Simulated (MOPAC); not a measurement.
MOPAC input (PM6):

```
PM6 1SCF CHARGE=-1 GEO-OK AUX(PRECISION=9) THREADS=1
InO

In   -0.00000000 1   -0.00000000 1   -0.27269741 1
O     0.00000000 1    0.00000000 1    1.67027163 1
```

From the last part of the output:

```
                                                       MOPAC v23.2.5 Linux

          FINAL HEAT OF FORMATION =        -13.12945 KCAL/MOL =     -54.93361 KJ/MOL

          COSMO AREA              =         76.04 SQUARE ANGSTROMS
          COSMO VOLUME            =         59.30 CUBIC ANGSTROMS

          IONIZATION POTENTIAL    =          3.262895 EV
          HOMO LUMO ENERGIES (EV) =         -3.263  7.721
          NO. OF FILLED LEVELS    =          5
          MOLECULAR WEIGHT        =        130.8194         POINT GROUP:  C*v

          MOLECULAR DIMENSIONS (Angstroms)

            Atom       Atom       Distance
            O     2   In     1     1.94297
            O     2   In     1     0.00000
           In     1    O     2     0.00000

          SCF CALCULATIONS        =          1

   ATOM   CHEMICAL          X               Y               Z
  NUMBER   SYMBOL      (ANGSTROMS)     (ANGSTROMS)     (ANGSTROMS)

     1      In         -0.00000000  *  -0.00000000  *  -0.27269741  *
     2       O          0.00000000  *   0.00000000  *   1.67027163  *

                             CARTESIAN COORDINATES

   1   In       -0.000000000    -0.000000000    -0.272697410
   2    O        0.000000000     0.000000000     1.670271630

           Empirical Formula: O In  =     2 atoms

      MOLECULAR POINT GROUP   :   C*v

                  EIGENVALUES
 -16.45351  -6.23484  -3.56706  -3.56706  -3.26290   7.72080   7.72080   8.94721

              NET ATOMIC CHARGES AND DIPOLE CONTRIBUTIONS

  ATOM NO.   TYPE          CHARGE      No. of ELECS.   s-Pop       p-Pop
    1         In           0.184688        2.8153     1.77837     1.03695
    2          O          -1.184688        7.1847     1.91048     5.27421
 DIPOLE           X         Y         Z       TOTAL
 POINT-CHG.     0.000     0.000    -9.915     9.915
 HYBRID         0.000     0.000     3.714     3.714
 SUM            0.000     0.000    -6.200     6.200

          ATOMIC ORBITAL ELECTRON POPULATIONS

     Atom    s        px        py        pz
    1 In   1.77837   0.10399   0.10399   0.82897
    2  O   1.91048   1.89601   1.89601   1.48219

 **********************
 *                    *
 * JOB ENDED NORMALLY *
 *                    *
 **********************

 == MOPAC DONE ==
```

The dipole moment of an ion depends on the origin.
